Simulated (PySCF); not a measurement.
AgF (SMILES [F][Ag]), singlet, geometry from GFN2-xTB (such geometries of metal compounds can be far from the true shape) (core potentials on Ag); PBE0/def2-SVP in PySCF.

Input for PySCF:
```python
from pyscf import gto, scf, dft

mol = gto.Mole()
mol.atom = '''
    Ag   -0.00000000   -0.00000000   -0.31678464
    F     0.00000000    0.00000000    1.65431980
'''
mol.basis = 'def2-svp'
mol.ecp = {'Ag': 'def2-svp'}
mol.verbose = 4
mol.build()

mf = dft.RKS(mol)
mf.xc = 'pbe0'
mf.grids.atom_grid = (99, 590)
mf.grids.prune = None
mf.kernel()
```

Q: Predict the main parts of the log of this PySCF run.

A: 
```
PySCF version 2.14.0

[INPUT] verbose = 4
[INPUT] num. atoms = 2
[INPUT] num. electrons = 28
[INPUT] charge = 0
[INPUT] spin (= nelec alpha-beta = 2S) = 0
[INPUT] symmetry False subgroup None
[INPUT] Mole.unit = angstrom
[INPUT] Symbol           X                Y                Z      unit          X                Y                Z       unit  Magmom
[INPUT]  1 Ag     0.000000000000   0.000000000000  -0.316784640000 AA    0.000000000000   0.000000000000  -0.598636210069 Bohr   0.0
[INPUT]  2 F      0.000000000000   0.000000000000   1.654319800000 AA    0.000000000000   0.000000000000   3.126211344445 Bohr   0.0

nuclear repulsion = 45.9079190483281
number of shells = 17
number of NR pGTOs = 81
number of NR cGTOs = 45
basis = def2-svp
ecp = {'Ag': 'def2-svp'}

******** <class 'pyscf.dft.rks.RKS'> ********
method = RKS
initial guess = minao
damping factor = 0
level_shift factor = 0
DIIS = <class 'pyscf.scf.diis.CDIIS'>
diis_start_cycle = 1
diis_space = 8
diis_damp = 0
SCF conv_tol = 1e-09
SCF conv_tol_grad = None
SCF max_cycles = 50
direct_scf = True
direct_scf_tol = 1e-13
XC library pyscf.dft.libxc version 7.1.2
    S. Lehtola, C. Steigemann, M. J. T. Oliveira, and M. A. L. Marques,  SoftwareX 7, 1–5 (2018)
XC functionals = pbe0
    C. Adamo and V. Barone,  J. Chem. Phys. 110, 6158 (1999)
    M. Ernzerhof and G. E. Scuseria,  J. Chem. Phys. 110, 5029 (1999)
radial grids:
    Treutler-Ahlrichs [JCP 102, 346 (1995); DOI:10.1063/1.469408] (M4) radial grids

becke partition: Becke, JCP 88, 2547 (1988); DOI:10.1063/1.454033
pruning grids: None
grids dens level: 3
symmetrized grids: False
atomic radii adjust function: <function treutler_atomic_radii_adjust>
User specified grid scheme (99, 590)
small_rho_cutoff = 0
Set gradient conv threshold to 3.16228e-05
Initial guess from minao.
tot grids = 116824
init E= -234.051839669433
  HOMO = -0.884265999725968  LUMO = -0.69535420204636  gap/eV = 5.14055
cycle= 1 E= -246.072344534984  delta_E=  -12  |g|= 1.38  |ddm|= 2.96
  HOMO = -0.00198392642647742  LUMO = 0.0128945345416623  gap/eV = 0.40486
cycle= 2 E= -243.456503772639  delta_E= 2.62  |g|= 3.83  |ddm|= 4.27
  HOMO = -0.307310557205282  LUMO = -0.143105126628363  gap/eV = 4.46826
cycle= 3 E= -246.591504530632  delta_E= -3.14  |g|= 0.121  |ddm|= 3.29
  HOMO = -0.284524584273561  LUMO = -0.111922862209056  gap/eV = 4.69673
cycle= 4 E= -246.589677315183  delta_E= 0.00183  |g|= 0.162  |ddm|= 0.222
  HOMO = -0.277158878638034  LUMO = -0.111460047316108  gap/eV = 4.50889
cycle= 5 E= -246.594153978672  delta_E= -0.00448  |g|= 0.044  |ddm|= 0.16
  HOMO = -0.283197873223908  LUMO = -0.111790946428094  gap/eV = 4.66422
cycle= 6 E= -246.594520791526  delta_E= -0.000367  |g|= 0.00629  |ddm|= 0.0393
  HOMO = -0.283799262959854  LUMO = -0.112378740599766  gap/eV = 4.66459
cycle= 7 E= -246.594528101868  delta_E= -7.31e-06  |g|= 0.00126  |ddm|= 0.00419
  HOMO = -0.28393589592092  LUMO = -0.112511052098455  gap/eV = 4.66471
cycle= 8 E= -246.594528426062  delta_E= -3.24e-07  |g|= 0.000195  |ddm|= 0.00123
  HOMO = -0.283970006533569  LUMO = -0.112520334818804  gap/eV = 4.66538
cycle= 9 E= -246.59452843455  delta_E= -8.49e-09  |g|= 9.16e-06  |ddm|= 0.000216
  HOMO = -0.283969821049612  LUMO = -0.112520801242695  gap/eV = 4.66537
cycle= 10 E= -246.594528434566  delta_E= -1.62e-11  |g|= 3.41e-06  |ddm|= 1.01e-05
  HOMO = -0.283969142151647  LUMO = -0.112521013542626  gap/eV = 4.66534
Extra cycle  E= -246.59452843456  delta_E= 6.54e-12  |g|= 7.07e-06  |ddm|= 8.27e-06
converged SCF energy = -246.59452843456
```
